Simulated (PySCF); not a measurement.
## Bond curve of KB⁺

Set-up: PySCF, spin-free X2C with a Gaussian nucleus, basis sets K x2c-SVPall, B x2c-SVPall. Energies in eV from K⁺ + B in their ground configurations at the same level. State: ²Σ⁺ (doublet), unpaired electrons σ ↑.

```json
{"R (Å)": "2.934", "TPSSh": "-0.2179", "UHF-MP2": "-0.1707", "r²SCAN": "-0.2032"}
{"R (Å)": "3.071", "TPSSh": "-0.2789", "UHF-MP2": "-0.2431", "r²SCAN": "-0.2672"}
{"R (Å)": "3.207", "TPSSh": "-0.3107", "UHF-MP2": "-0.2835", "r²SCAN": "-0.3016"}
{"R (Å)": "3.310", "TPSSh": "-0.3218", "UHF-MP2": "-0.2994", "r²SCAN": "-0.3141"}
{"R (Å)": "3.412", "TPSSh": "-0.3251", "UHF-MP2": "-0.3063", "r²SCAN": "-0.3184"}
{"R (Å)": "3.514", "TPSSh": "-0.3227", "UHF-MP2": "-0.3065", "r²SCAN": "-0.3170"}
{"R (Å)": "3.651", "TPSSh": "-0.3133", "UHF-MP2": "-0.2993", "r²SCAN": "-0.3086"}
{"R (Å)": "3.821", "TPSSh": "-0.2951", "UHF-MP2": "-0.2825", "r²SCAN": "-0.2914"}
{"R (Å)": "4.026", "TPSSh": "-0.2683", "UHF-MP2": "-0.2561", "r²SCAN": "-0.2654"}
{"R (Å)": "4.299", "TPSSh": "-0.2304", "UHF-MP2": "-0.2180", "r²SCAN": "-0.2279"}
```

Task: Put a parabola through the three lowest points of the TPSSh curve and estimate Re, k and ωe (reduced mass 8.584 u; 1 eV/Å² = 0.16022 mdyn/Å; ωe = 1302.8·√(k/μ) cm⁻¹).

Result: Through R = 3.31, 3.412, 3.514 Å the second-order coefficient is 0.274 eV/Å², so Re ≈ 3.420 Å, k ≈ 0.0878 mdyn/Å and ωe ≈ 132 cm⁻¹. A polynomial fit of higher order to the unrounded TPSSh energies gives Re = 3.415 Å, k = 0.0855 mdyn/Å, ωe = 130 cm⁻¹; anharmonicity and rounding make the difference.

The higher-order fit for each curve: TPSSh: Re = 3.415 Å, ωe = 130 cm⁻¹, De = 0.325 eV; UHF-MP2: Re = 3.466 Å, ωe = 131 cm⁻¹, De = 0.307 eV; r²SCAN: Re = 3.433 Å, ωe = 129 cm⁻¹, De = 0.319 eV.

Correlated steps freeze 6 core orbitals. The bond is weak. Basis-set superposition, not corrected here, can be much of De in a small basis, most of all at correlated wavefunction levels. For an ion De counts to the pair picked by the measured ionisation energies or electron affinities, which need not be the lowest pair at this level. The state was picked by a PBE0 search and need not be the measured ground state.
